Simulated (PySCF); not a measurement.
# PySCF run on InH

File input.py (PySCF 2.14):

```python
from pyscf import gto, scf

mol = gto.M(
    atom='In 0 0 0; H 0 0 1.71',
    basis='def2-svp',
    ecp={'In': 'def2-svp'},
    charge=0,
    spin=0,
    verbose=4,
)
mf = scf.UHF(mol)
mf.kernel()
mf.dip_moment()
print('orbital energies (hartree):', [e[max(0, n-3):n+3].round(4) for e, n in zip(mf.mo_energy, mol.nelec)])
```

```bash
$ python input.py
```

Output (some set-up lines and the per-cycle HOMO/LUMO lines with their warnings removed):

```
PySCF version 2.14.0

[INPUT] Symbol           X                Y                Z      unit          X                Y                Z       unit  Magmom
[INPUT]  1 In     0.000000000000   0.000000000000   0.000000000000 AA    0.000000000000   0.000000000000   0.000000000000 Bohr   0.0
[INPUT]  2 H      0.000000000000   0.000000000000   1.710000000000 AA    0.000000000000   0.000000000000   3.231431673006 Bohr   0.0

nuclear repulsion = 6.49866750252632
number of shells = 13
number of NR pGTOs = 68
number of NR cGTOs = 31
basis = def2-svp
ecp = {'In': 'def2-svp'}

******** <class 'pyscf.scf.uhf.UHF'> ********
method = UHF
initial guess = minao
damping factor = 0
level_shift factor = 0
DIIS = <class 'pyscf.scf.diis.CDIIS'>
SCF conv_tol = 1e-09
SCF max_cycles = 50
number electrons alpha = 11  beta = 11
init E= -168.144191469541
cycle= 1 E= -189.488854632485  delta_E= -21.3  |g|= 0.775  |ddm|= 8.27
cycle= 2 E= -189.752752316986  delta_E= -0.264  |g|= 0.255  |ddm|= 1.93
cycle= 3 E= -189.767803882982  delta_E= -0.0151  |g|= 0.0126  |ddm|= 0.191
cycle= 4 E= -189.768107858757  delta_E= -0.000304  |g|= 0.00403  |ddm|= 0.0701
cycle= 5 E= -189.768135878679  delta_E= -2.8e-05  |g|= 0.000612  |ddm|= 0.0237
cycle= 6 E= -189.768136422644  delta_E= -5.44e-07  |g|= 0.000124  |ddm|= 0.00322
cycle= 7 E= -189.768136455304  delta_E= -3.27e-08  |g|= 1.65e-05  |ddm|= 0.000774
cycle= 8 E= -189.768136455963  delta_E= -6.58e-10  |g|= 8.17e-06  |ddm|= 7.8e-05
Extra cycle  E= -189.76813645612  delta_E= -1.58e-10  |g|= 5.7e-06  |ddm|= 2.59e-05
converged SCF energy = -189.76813645612  <S^2> = 2.28634e-09  2S+1 = 1
Dipole moment(X, Y, Z, Debye):  0.00000,  0.00000,  0.34210
orbital energies (hartree): [array([-1.0015, -0.4916, -0.2753,  0.0253,  0.0253,  0.148 ]), array([-1.0015, -0.4916, -0.2753,  0.0253,  0.0253,  0.148 ])]
```

In short: E(SCF) = -189.768136 Eh, 8 cycles, μz(SCF) = 0.34 D.

Wall time 0.84 s on one thread of a shared host.

The bond length is a typed value, not an optimised one. No search for the lowest solution was made.
